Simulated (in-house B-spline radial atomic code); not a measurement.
RPA and G0W0 on wB97X: Cr II (Cr+)

Configuration [Ar] 3d5, highest spin, mean-field start wB97X. Computed with a B-spline radial code for spherical atoms: all electrons, non-relativistic, point nucleus, each spin shell either full or empty, empty states to l = 9 with an (l + 1/2)⁻⁴ tail; G0W0 by contour deformation at full frequency.

Command:
```bash
python run_gw.py task.json out
```
Settings (radii: box in bohr, nucleus in fm):
```
Z                        24
electrons                23
configuration            [Ar] 3d5
hamiltonian              nr
method                   wb97x
lmax                     9
spin_polarised           True
box_radius               23.78
intervals                52
```

Cost of the run: 3.7 s on 1 thread of Arm Neoverse N1, on a shared host.

Energies (hartree):

```csv
term,value
mean-field total,-1044.19662
Hartree-Fock functional on these orbitals,-1043.12756
direct second order,-1.7125
second-order exchange,0.56457
SOSEX correction,0.51261
```

Q: What is the RPA correlation energy, and what remains with SOSEX?

A: RPA gives -1.4753 hartree (-1.75 eV per electron); RPA + SOSEX gives -0.96272, and the second-order doubles -1.148 hartree (no singles). RPA lacks exchange-type terms and so overcorrelates at short range.

Quasi-particle levels (eV):

```tsv
level	occupied	mean field	Σx - vxc	Σc	QP weight	G0W0
3d up	yes	-14.902	-3.11	?	?	?
3p down	yes	-53.66	-4.28	2.30	0.864	-55.63
4s up	no	-6.416	0.56	-0.90	0.976	-6.751
```

G0W0 = mean field + (Σx - vxc) + Σc, with Σc (partial-wave tail included) taken at the quasi-particle energy. Only the outer levels were computed. Levels of low weight are left out.

Q: Where does G0W0 put 3d up?

A: At -17.025 eV, with Σc = 0.99 eV and a quasi-particle weight of 0.899. The tabulated removal energy is 16.486 eV (NIST, measured); the calculation leaves out relativity, Breit and QED terms, and what these don't explain is the method's own error.
